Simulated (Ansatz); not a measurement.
A structure relaxed at PBE/def2-SVP in Ansatz, charge 1, singlet:

```
atom   x (Å)   y (Å)   z (Å)
 Li1  -0.449   1.205  -1.027
 Li2  -0.612   0.169   1.515
 Li3  -1.718  -2.217   0.652
 Li4   1.460   2.080   0.944
 Li5  -0.148  -1.911   3.234
 Li6   3.604  -2.145  -0.671
 Li7   0.591   3.535  -1.805
 Li8   0.863  -1.171  -0.476
 Li9   2.584   0.705  -1.475
Li10   2.300  -0.691   1.811
Li11   1.075  -3.655   0.485
Li12  -2.791  -0.080   3.123
Li13   0.398   0.745  -3.596
Li14  -1.448   2.958   1.107
Li15  -2.362   2.217  -2.676
Li16   0.184   1.311   3.801
Li17  -1.594  -1.032  -2.237
Li18   1.161  -2.563  -2.701
Li19  -3.096   0.540  -0.011
```

Problem. Give its formula.

Solution. the cluster Li₁₉⁺.

Problem. Summarise the bond lengths by kind (pairs closer than 1.2 times the sum of covalent radii, bridged metal pairs left out).

Solution. 31 × Li–Li 2.64 to 3.05 Å.

The restricted singlet is unstable towards broken spin symmetry in Hartree–Fock (as tested in another run); at PBE/def2-SVP this wasn't settled. The structure comes from a short search, and lower isomers may exist.
